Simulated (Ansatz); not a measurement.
Saddle point of CH7ClSn, closed shell (CH₆Sn ([CH3][SnH3]) + HCl → SnH₃Cl ([Cl][SnH3]) + CH₄; bonds formed: Sn1–Cl7, C2–H6; bonds broken: Sn1–C2, H6–Cl7), PBE0-D4/def2-TZVP structure:

```
10
angstrom
Sn -1.0489 -0.4894 -0.4308
C 1.1529 0.0064 0.2433
H -0.4347 -2.0121 -0.9653
H -2.0759 -0.7516 0.8846
H -1.5231 0.4070 -1.7818
H 0.2346 0.9394 0.4555
Cl -0.8873 2.1477 0.7464
H 1.7565 0.7972 0.7055
H 1.2440 -0.8701 0.8853
H 1.5819 -0.1747 -0.7426
```

Energies are electronic, without zero-point energy. Barriers and step energies count from the start structure reached by relaxing down the imaginary mode; all methods use the PBE0-D4 structures, on which another method's saddle can fall below an end. Program: Ansatz 0.2.0. Basis: def2-TZVPP, with def2-QZVPP for the basis limit. Cores are frozen in the correlated methods. Filled d shells of the heavier atoms are correlated. Core potentials replace the inner electrons of the atoms past krypton. The def2 sets are not built for correlating such inner shells, so the correlated values are less sure here. B3LYP uses VWN-RPA correlation. Extrapolation: Hartree–Fock as exp(−7.88 √X), correlation as X^−2.97.

```tsv
method	barrier (kJ/mol)	step energy (kJ/mol)
SPW92	85.8	-92.3
PBE-D4	?	-104.4
BLYP-D4	119.3	-109.4
r2SCAN-D4	109.6	-113.4
B97M-V	123.4	-118.8
PBE0-D4	118.3	-108.8
B3LYP-D4	128.1	-112.9
r2SCAN0-D4	119.8	-114.6
BHLYP-D4	?	-119.7
CAM-B3LYP-D4	135.6	-112.7
wB97X-V	134.5	-112.9
wB97M-V	130.7	-111.2
B2PLYP	137.1	-112.6
PBE-QIDH	130.6	-109.4
RPA on PBE	148.6	-100.5
HF	?	-135.9
MP2	138.2	-102.5
CCSD	153.8	-105.1
CCSD(T)	145.7	-102.0
```

Q: Fill in the withheld barriers. (Judge from chemistry; the value comes from the calculation.)

A: By the calculation: BHLYP-D4 140.6; HF 177.6; PBE-D4 106.5 kJ/mol. Each is the energy of the saddle less that of the start structure, by the same method.

For comparison, the barrier by CCSD(T) at an estimated basis limit (MP2 extrapolated from triple and quadruple zeta, plus CCSD(T) − MP2 in triple zeta) is 130.9 kJ/mol.

The T1 diagnostic stays at or below 0.012. The end structure is not quite a true minimum (one mode of 34i cm⁻¹).

Labels in which every atom is bracketed show which atoms are joined, not bond orders.

For scale, one of the runs: CCSD(T)/def2-TZVPP, 221 basis functions, launched by `ansatz run in.yaml --threads 4 --pin off --events-out ev --progress --plain --max-ram 9574MiB`. Time: 120 s of wall clock on 4 CPU threads of an Intel Xeon; the host was shared. Peak host memory: 3.7 GiB.
